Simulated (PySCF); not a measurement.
CH8FNSi2, SMILES C[Si@H](N[SiH3])F. Heavy atoms are numbered as in [CH3:1][Si@@H:2]([F:3])[NH:4][SiH3:5]. Hydrogens are named by the atom that carries them.

Coordinates come from a PBE0-D3(BJ)/def2-SVP optimisation. The structure was generated by enumeration; whether it is a known compound was not checked. The values are those of a single conformer.

Computed with PBE/pcSseg-1 in PySCF.

GIAO shieldings, no solvent; atoms alike by connectivity are averaged. δ = σ(ref) − σ: ¹³C against TMS (σ = 182.0 ppm); ²⁹Si against TMS (σ = 335.4 ppm); ¹⁹F against CFCl3 (σ = 133.6 ppm); ¹⁵N against NH3 (σ = 267.0 ppm); ¹H against TMS (σ = 31.49 ppm), references at their B3LYP-D3(BJ)/def2-TZVP geometries, non-relativistic.

```tsv
nucleus	atoms	count	δ (ppm)
¹³C	C1 (CH3)	1	-1.2
²⁹Si	Si2 (SiH)	1	-0.9
²⁹Si	Si5 (SiH3)	1	-60.4
¹⁹F	F3	1	-168.4
¹⁵N	N4 (NH)	1	41.1
¹H	H on Si2	1	5.38
¹H	H on Si5	3	5.11
¹H	H on N4	1	0.94
¹H	H on C1	3	0.60
```
